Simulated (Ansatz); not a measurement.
Isolated molecules relaxed with PBE0-D4/def2-TZVP in Ansatz; ΔE leaves out vibrations. CCSD(T)/CBS is the MP2 limit (def2-TZVPP, def2-QZVPP) plus CCSD(T) − MP2 in def2-TZVPP, frozen cores. This one scheme is used for every species. DFT in def2-TZVPP. Each species was taken in one conformer, which may not be the lowest.

Consider the formal exchange of groups at the Al–Cl bond: `[OH][AlH][Cl]` + `C#N` → `N#[C][AlH][OH]` + HCl.

`[OH][AlH][Cl]`:

Z-matrix (Å, degrees):
```
Al
O 1 1.684
Cl 1 2.096 2 119.8
H 1 1.563 2 119.3 3 180.0
H 2 0.956 1 124.3 3 0.0
```

`C#N`:

```xyz
3

C     0.008    0.003   -0.024
N    -0.320   -0.152    1.062
H     0.312    0.149   -1.038
```

`N#[C][AlH][OH]`:

```xyz
6

N     2.350   -0.887   -1.209
C     1.411   -0.557   -0.626
Al   -0.123   -0.041    0.424
O    -1.309    0.766   -0.450
H    -0.197   -0.375    1.955
H    -2.133    1.094   -0.094
```

HCl:

```xyz
2

Cl    0.125   -0.072   -0.623
H    -0.125    0.072    0.623
```

```tsv
level	ΔE (kJ/mol)	difference from CCSD(T)/CBS
LDA (SPW92)	99.2	0.6
revPBE-D4	95.9	-2.7
BHLYP-D4	101.1	2.5
ωB97X-V	98.5	-0.1
ωB97M-V	98.7	0.1
PBE	97.4	-1.2
PBE0	99.6	1.0
r2SCANh	102.1	3.5
r2SCAN0	102.9	4.3
CCSD(T)/def2-SVP	98.9	0.3
CCSD/def2-TZVPP	95.7	-2.9
HF/def2-QZVPP	102.1	3.5
MP2/def2-QZVPP	100.0	1.4
SCS-MP2/def2-QZVPP	98.2	-0.4
MP2/CBS(def2)	101.7	3.1
CCSD/CBS(def2)	99.4	0.8
CCSD(T)/CBS	98.6	0
```

Largest T1 diagnostic among the species: 0.014.

From BLYP to BHLYP (50 % exact exchange), in def2-TZVPP and without D4, ΔE moves by +5.0 kJ/mol. Leaving LDA and LC-ωPBE aside and taking each functional with its dispersion term where it has one, the values, not all of them listed here, spread over 7.0 kJ/mol, from BLYP-D4 to r2SCAN0-D4.
